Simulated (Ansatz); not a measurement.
Basis-set extrapolation for CH4B2FN (`B/C=N\BF`) (PBE0-D4/def2-TZVP geometry, frozen core, Ansatz 0.2.0). Multiplicity 1, RHF reference.

```csv
,def2-TZVPP,def2-QZVPP
HF,-243.579120,-243.590312
MP2 correlation,-0.807030,-0.867759
CCSD(T) correlation,-0.868805,not run
```

Energies in hartree. Use E(X) = E(∞) + A·exp(−7.88·√X) for Hartree–Fock and E(X) = E(∞) + B·X^(−2.97) for correlation, with X = 3 and 4, and add CCSD(T) minus MP2 of the smaller set to the MP2 limit.

Problem. What is the CCSD(T) energy at the basis-set limit?

Solution. HF limit: -243.590312 + (-0.011192) × 0.13774 = -243.59185. MP2 limit: -0.867759 + (-0.060729) × 0.74074 = -0.91274. Higher-order term: -0.868805 − (-0.807030) = -0.06178. Total: -244.56637 hartree, 311.0 kJ/mol below CCSD(T)/def2-TZVPP.
